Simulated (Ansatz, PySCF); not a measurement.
Reaction 3 R1 + R2 → P1 + P2, each structure at its B3LYP-D3(BJ)/def2-TZVP stationary point, reached from a drawn start (curvature not checked).
R1, H2 (SMILES [H][H]) (charge 0, multiplicity 1, Z-matrix in Å and degrees):
```
H
H 1 0.7440
```
P1: H2O (SMILES O), charge 0, multiplicity 1.
R2, OSi (SMILES [O+]#[Si-]) (charge 0, multiplicity 1):
| atom | x (Å) | y (Å) | z (Å) |
|---|---|---|---|
| Si | 0.0000 | 0.0000 | -0.7566 |
| O | 0.0000 | 0.0000 | 0.7566 |
P2, SiH4 (SMILES [SiH4]) (charge 0, multiplicity 1):
```xyz
5

Si     0.0000     0.0000     0.0000
H      0.8547     0.8547     0.8547
H     -0.8547    -0.8547     0.8547
H     -0.8547     0.8547    -0.8547
H      0.8547    -0.8547    -0.8547
```

P less R. No zero-point or thermal terms.

Programs: Ansatz (a first-principles code); PySCF for the D3/D4 terms. All values are computed, each at the level named.

Q: One of these levels gives -56.38 kcal/mol for the reaction energy. Which one is it?
(A) PBE0/def2-TZVPP
(B) revPBE-D3(BJ)/def2-TZVPP
(C) HF/cc-pV(D+d)Z

A: C, HF/cc-pV(D+d)Z. The others give -33.85 (revPBE-D3(BJ)/def2-TZVPP), -46.17 (PBE0/def2-TZVPP)
